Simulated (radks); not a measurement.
Kinetic energies: the exact non-interacting value of the Kohn-Sham orbitals and orbital-free approximations, in hartree. Species: K15+ [He] 2s2; O6+ [He]; Be [He] 2s2; N3+ [He] 2s2. All-electron calculation, non-relativistic Kohn-Sham, exchange-only B88, spin-polarised, spherical densities, point nucleus. Program: a radial shooting solver on a logarithmic mesh with Libxc functionals. Every spin shell is full or empty, so the densities are truly spherical. Functionals are evaluated on that one density, not self-consistently.

\begin{tabular}{lrrrr}
functional & K15+ & O6+ & Be & N3+ \\ \hline
exact & 422.197 & 59.0782 & 14.5664 & 51.0727 \\
Thomas-Fermi & 375.41 & 53.898 & 13.077 & 45.662 \\
von Weizsacker & 368.06 & 59.078 & 13.633 & 45.918 \\
TF + vW & 743.48 & 112.98 & 26.709 & 91.581 \\
TF + vW/9 & 416.31 & 60.463 & 14.591 & 50.764 \\
TF + vW/5 & 449.03 & 65.714 & 15.803 & 54.846 \\
LC94 & 416.55 & 60.184 & 14.585 & 50.778 \\
APBEK & 416.69 & 60.102 & 14.586 & 50.792 \\
revAPBEK & 419.84 & 60.628 & 14.707 & 51.190 \\
Perdew 92 & 416.39 & 60.476 & 14.594 & 50.774 \\
Thakkar & 417.24 & 60.313 & 14.621 & 50.879 \\
Pearson & 399.71 & 57.497 & 13.960 & 48.671 \\
LKT & 627.21 & 95.723 & 22.486 & 77.175 \\
PG1 & 597.29 & 91.360 & 21.404 & 73.473 \\
DePristo-Kress & 411.59 & 60.531 & 14.370 & 50.089 \\
Ernzerhof & 424.39 & 62.715 & 14.897 & 51.768 \\
\end{tabular}
